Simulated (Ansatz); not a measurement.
Consider the redistribution: `C[SiH]([SiH3])[SeH]` + `C[O][Al]([OH])[F]` → `[OH][Al]([F])[SeH]` + `CO[SiH](C)[SiH3]`.

Program: Ansatz. Geometries: PBE0-D4/def2-TZVP. ΔE: electronic, gas phase. CCSD(T)/CBS adds triple-zeta CCSD(T) − MP2 to the extrapolated MP2 energy (def2 sets, frozen cores). This one scheme is used for every species. Functionals use def2-TZVPP. B3LYP here is the variant with VWN-RPA as its local correlation; programs differ in this. For Se outer-core shells are correlated without core-valence functions, which leaves a few kJ/mol of doubt a bond. Scalar relativity is left out up to krypton. One conformer a species, not always the lowest.

`C[SiH]([SiH3])[SeH]`:

Cartesian coordinates in Å:
```
C -0.417 -1.129 1.454
Si -0.468 0.349 0.308
Si 0.482 -0.091 -1.782
Se 0.771 1.984 1.337
H -0.829 -0.873 2.433
H -1.009 -1.948 1.038
H 0.608 -1.480 1.590
H -1.874 0.814 0.139
H -0.324 -1.078 -2.556
H 1.855 -0.634 -1.602
H 0.564 1.169 -2.570
H 0.641 2.917 0.210
```

`C[O][Al]([OH])[F]`:

```xyz
9

C     1.233    0.521    0.892
O     0.515    0.691   -0.298
Al   -0.807   -0.051   -0.995
O    -1.585   -1.326   -0.218
F    -1.331    0.492   -2.454
H     1.206    1.446    1.477
H     2.280    0.296    0.665
H     0.834   -0.289    1.511
H    -2.344   -1.780   -0.579
```

`[OH][Al]([F])[SeH]`:

Cartesian coordinates in Å:
```
O -1.154 1.406 0.152
Al -0.303 -0.037 0.274
F -0.832 -1.152 1.355
Se 1.555 -0.515 -0.997
H -0.940 2.123 -0.441
H 1.674 -1.825 -0.343
```

`CO[SiH](C)[SiH3]`:

Z-matrix (Å, degrees):
```
C
O 1 1.407
H 1 1.092 2 108.4
H 1 1.096 2 111.5 3 119.2
H 1 1.097 2 111.6 3 -119.3
Si 2 1.651 1 122.7 3 171.2
Si 6 2.341 2 105.7 1 -173.4
C 6 1.870 2 112.1 1 64.4
H 6 1.497 2 109.0 1 -54.9
H 7 1.490 6 109.6 2 178.6
H 7 1.489 6 110.8 2 -62.4
H 7 1.488 6 111.4 2 58.7
H 8 1.092 6 111.3 2 59.6
H 8 1.094 6 110.0 2 179.4
H 8 1.093 6 111.3 2 -61.4
```

```csv
level,ΔE (kJ/mol),difference from CCSD(T)/CBS
PBE-D4,-5.9,2.0
r2SCAN-D4,-8.3,-0.4
PBE0-D4,-7.0,0.9
B3LYP-D4,-6.9,1.0
ωB97X-V,-10.2,-2.3
B2PLYP,-8.1,-0.2
PBE,-6.8,1.1
PBE0,-7.9,0.0
B3LYP,-8.9,-1.0
HF/def2-TZVPP,-15.3,-7.4
MP2/def2-TZVPP,-5.3,2.6
CCSD/def2-TZVPP,-9.0,-1.1
HF/def2-QZVPP,-15.2,-7.3
MP2/def2-QZVPP,-4.9,3.0
SCS-MP2/def2-QZVPP,-6.3,1.6
HF/CBS(def2),-15.2,-7.3
CCSD(T)/CBS,-7.9,0
```

Largest T1 diagnostic among the species: 0.012.

In def2-TZVPP, CCSD(T) changes the Hartree–Fock value by +6.7 kJ/mol (the triples alone add +0.3 kJ/mol) and MP2 by +10.0 kJ/mol.
